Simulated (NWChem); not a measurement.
# CHBrClF; SMILES F[C@@H](Cl)Br

Results from NWChem. Geometry: optimised at B3LYP/6-31G* (spherical d).

For level TPSS/cc-pVDZ:

highest occupied level (eV): -7.25

Q: Estimate the same quantities for level TPSS/cc-pVTZ.

A: The highest occupied level (eV) comes out as -7.40.
